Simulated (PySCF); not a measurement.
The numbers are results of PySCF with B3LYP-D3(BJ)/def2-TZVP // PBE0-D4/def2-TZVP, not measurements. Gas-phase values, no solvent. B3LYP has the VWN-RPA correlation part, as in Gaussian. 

Reference species (SMILES): `[F][Ga]([Cl])[Cl]` (neutral, multiplicity 1).

The dipole moment is 0.88 D.

Changed species: `[F][Ga]([F])[Cl]` (whole molecule; the reference has whole molecule).

Task: Give the shifts of the dipole moment.

Result: the dipole moment rises by 0.16 D, to 1.04 D.
